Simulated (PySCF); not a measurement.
Tin: a sound run and one with changed settings

Sound run: Sn [Kr] 4d10 5s2 5p2, Sn+ [Kr] 4d10 5s2 5p1. All numbers are calculated (PySCF 2.14, scalar relativity through the core potential, in aug-cc-pVDZ-PP with ECP28MDF (5s4p3d, 32 functions)). In the sound run the correlated levels freeze 4s2 4p6 4d10 outside the core potential. The sound run starts from symmetry-adapted Hartree-Fock orbitals and uses a fine grid where one is needed.

A second run was set up differently.

| species | method | sound run (hartree) | changed run (hartree) | converged |
| --- | --- | --- | --- | --- |
| Sn | UHF | -213.33545 | -213.33545 | no |
| Sn | BP86 | -214.36420 | -214.36420 | no |
| Sn | PBE0 | -214.25374 | -214.25374 | no |
| Sn+ | UHF | -213.08344 | -213.08344 | yes |
| Sn+ | BP86 | -214.09282 | -214.09282 | no |
| Sn+ | PBE0 | -213.98510 | -213.98510 | no |
| Sn+ | MP2 | -213.11032 | -213.09036 | yes |
| Sn+ | CCSD(T) | -213.12390 | -213.12390 | yes |

What was changed?
A. minimal basis
B. angular grid far too coarse
C. level shift left on
D. a valence shell is frozen

C. It used initial guess atom, at most 50 SCF cycles, level shift 2.0 hartree. A level shift leaves the converged SCF energy unchanged but raises the virtual orbital energies, which shrinks MP2 if it is not removed.
